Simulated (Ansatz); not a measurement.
`CBC(N)C#N`, relaxed with RKS PBE0-D4/def2-TZVP in Ansatz from a PBE-D4/def2-SVP geometry. The force threshold is 0.005 eV/Å; the program also tests the step.

Total charge 0; spin multiplicity 1.

Start:

```xyz
13

C    -1.715    0.326    0.821
B    -0.268   -0.239    0.794
C     0.640   -0.262   -0.505
N     2.077   -0.229   -0.296
C     0.215    0.710   -1.520
N    -0.129    1.485   -2.329
H    -2.177    0.508   -0.170
H    -2.409   -0.226    1.486
H    -1.594    1.333    1.294
H     0.236   -0.745    1.786
H     0.222   -1.264   -0.863
H     2.586   -0.675   -1.069
H     2.316   -0.722    0.571
```

```csv
step,energy (eV),largest force (eV/Å),largest move (Å)
1,-6874.7554,2.006,0.000
2,-6874.8258,0.280,0.031
3,-6874.8321,0.124,0.021
4,-6874.8333,0.080,0.012
5,-6874.8343,0.037,0.019
6,-6874.8345,0.014,0.015
7,-6874.8346,0.020,0.010
8,-6874.8346,0.006,0.007
9,-6874.8347,0.006,0.002
10,-6874.8347,0.002,0.002
```

End:

```xyz
13

C    -1.708    0.325    0.820
B    -0.267   -0.228    0.800
C     0.618   -0.288   -0.508
N     2.048   -0.255   -0.274
C     0.226    0.711   -1.494
N    -0.108    1.493   -2.268
H    -2.183    0.427   -0.158
H    -2.370   -0.194    1.516
H    -1.605    1.348    1.217
H     0.245   -0.676    1.789
H     0.246   -1.259   -0.918
H     2.573   -0.601   -1.066
H     2.284   -0.803    0.542
```

Run time 35 s (4 threads of an Arm Neoverse V2 on a shared host); peak host memory 0.61 GiB.
